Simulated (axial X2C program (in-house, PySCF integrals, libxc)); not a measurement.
# CoCl⁺: cheaper levels and CCSD(T), two-component

Computed with an axial X2C code built on PySCF integrals. Two-component (2c) means X2C with spin–orbit coupling and atomic mean-field two-electron Coulomb and Gaunt terms. Basis: Co dyall-cv3z [9s10p6d3f2g], Cl dyall-av3z [9s8p3d2f] (cores contracted in-house); Gaussian nuclei, density fitting, unrestricted open shells. Masses: Co 58.933 u, Cl 34.969 u.

State: Ω = 7/2 (⟨Sz⟩ = 1.50, ⟨Lz⟩ = 2.00 at HF); fragments Co+ + Cl.

```
level  Re (Å)  ωe (cm⁻¹)
 PBE0   2.022      493.0
   HF   2.115      467.9
  MP2   2.049      480.3
PBE50   2.039      495.1
```

Correlated methods: 15 electrons correlated (number of frozen shells: Co 3 s, 2 p; Cl 2 s, 1 p), 249 virtual spin orbitals or spinors in MP2, 90 natural virtuals in coupled cluster.

CCSD(T), same Hamiltonian and basis:

Re = 2.043 Å, ωe = 480.6 cm⁻¹; T1 = 0.030 (Lee–Taylor normalisation).

(1) Give the differences from CCSD(T) in the columns below.

Occupations by symmetry block were frozen at the best pattern of an incomplete PBE0 search. De is not given where an atomic determinant may have missed its ground term or J level, or where the truncated virtual space spoils (T). Density functionals use the spin component along the axis (collinear). CCSD and (T) use frozen natural virtuals with an MP2 correction for the truncation; (T) itself is uncorrected, so its De runs slightly low. PBE0 can misorder states that lie within some tenths of an eV, so this need not be the ground state of the molecule. The nearest other 2c determinant of the search, Ω = 9/2, lies 0.05 eV up at the distance of the search. The functionals have no current-density term, which raises determinants with orbital currents, atoms included. With several unpaired electrons one determinant need not be a pure state. Some points did not converge and are left out. The stretched end of a curve changes character and is left out.

Results:

(1) 

| level | ΔRe (Å) | Δωe (cm⁻¹) |
| --- | --- | --- |
| PBE0 | -0.021 | 12 |
| HF | 0.072 | -13 |
| MP2 | 0.006 | 0 |
| PBE50 | -0.004 | 14 |
